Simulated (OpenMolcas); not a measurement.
**Ti2+: ligand-field states by method**

Ti2+ with its 6 nearest chloride ions at 2.69 Å, on the Na site of NaCl (a = 5.64056 Å, distance in the model lattice 2.820 Å). The rest of the host is ab initio model potentials to 7.6 Å, with orthogonalisation functions on the cations behind the ligands, and point charges beyond; the distance is set by hand and nothing relaxes, and no local charge compensation is placed. Ligand basis ANO-RCC-VDZP.
```
Ti    0.0000    0.0000    0.0000
Cl    2.6900    0.0000    0.0000
Cl    0.0000    2.6900    0.0000
Cl   -2.6900    0.0000    0.0000
Cl    0.0000   -2.6900    0.0000
Cl    0.0000    0.0000    2.6900
Cl    0.0000    0.0000   -2.6900
```

```json
{"Program": "OpenMolcas", "Basis": "ANO-RCC-VTZP [6s5p3d2f1g]", "Scalar Hamiltonian": "DKH2, point nucleus", "Active space": "2 electrons in 5 orbitals (3d)", "State averaging": "2S+1 = 3 even, 10 roots; 2S+1 = 1 even, 15 roots", "Spin-orbit coupling": "state interaction with AMFI integrals over the reference wave functions"}
```

I. CASSCF
II. SS-CASPT2, IPEA 0.25 Eh, imaginary shift 0.1 Eh (closed shells correlated: 3s 3p and the ligand valence shells)

Spin-free states (labels of O, the rotations of Oh) in cm-1, each column counted from its own energy of the first state listed:

```csv
State,Degeneracy,I,II
3T1,3,0,0
3T2,3,5597,6850
1T2,3,11421,8030
1E,2,11902,9030
3A2,1,12188,14300
3T1,3,17278,15510
1T2,3,19525,16980
1A1,1,21026,16610
1T1,3,21643,19620
1E,2,25965,24730
1A1,1,45659,37310
```

From I to II, I's first state of the same spin (3T2) moves from 5597 to 6850 cm-1, by about +1300 cm-1.

From I to II, I's first state of another spin (1T2) moves from 11421 to 8030 cm-1, by about -3400 cm-1.

I: A least-squares ligand-field fit to the states below 45000 cm-1, each weighted by its degeneracy and with a free common offset, gives 10Dq = 6682 cm-1, B = 832 cm-1 and C = 3033 cm-1 (C/B = 3.64), with an rms deviation of 105 cm-1. The same method and metal basis give the free ion B = 891 cm-1 (fit to its terms below 60000 cm-1, rms deviation 68 cm-1), so the nephelauxetic ratio is β = 832 / 891 = 0.93; it hangs on how both fits weigh the states, and computed free-ion B values tend to be too large, so β mixes covalency with correlation.

II: A least-squares ligand-field fit to the states below 45000 cm-1, each weighted by its degeneracy and with a free common offset, gives 10Dq = 7888 cm-1, B = 654 cm-1 and C = 2095 cm-1 (C/B = 3.20), with an rms deviation of 345 cm-1. The same method and metal basis give the free ion B = 791 cm-1 (fit to its terms below 60000 cm-1, rms deviation 557 cm-1), so the nephelauxetic ratio is β = 654 / 791 = 0.83; it hangs on how both fits weigh the states, and computed free-ion B values tend to be too large, so β mixes covalency with correlation.

From I to II, 10Dq changes by +18 %, B by -21 % and C by -31 %.

χT at 300 K: I 1.12, II 1.12 cm3 K/mol.

Roots that are degenerate in the reference are averaged as groups; the widest CASPT2 spread within a group is 95 cm-1 (the 3-fold group of multiplicity 1 near 8030 cm-1 above the lowest state of its run, II). Shifts and gaps below about the spread of the groups concerned are not significant. Over all roots computed the reference weight is 0.68 to 0.69 in II; a low but even weight reflects the number of correlated electrons. An orbital triplet at a regular site is open to Jahn-Teller coupling, which can distort the site and quench the lowest spin-orbit gaps and is left out. Ligand-to-metal charge-transfer states are missing. With no ligand orbital active B as a rule stays too high, so bands that hang on it stand too high and its fall with covalency is understated. Without dynamic correlation the repulsion within the d shell is too large (B by tens of per cent), so at a given field states of lower spin stand too high (holds for I). With metal d orbitals alone and no dynamic correlation the field as a rule comes out too small, by tens of per cent, by up to half for chloride and softer ligands (holds for I). With one d shell and no ligand orbital active, 10Dq can be off by tens of per cent for divalent 3d ions, low with halides held by bare charges and at times high in hosts (holds for II). Free-ion shares, where given, are those of the reference states; single-state CASPT2 does not remix them (holds for II). No measured value stands beside these numbers; the geometry was set by hand and not optimised.
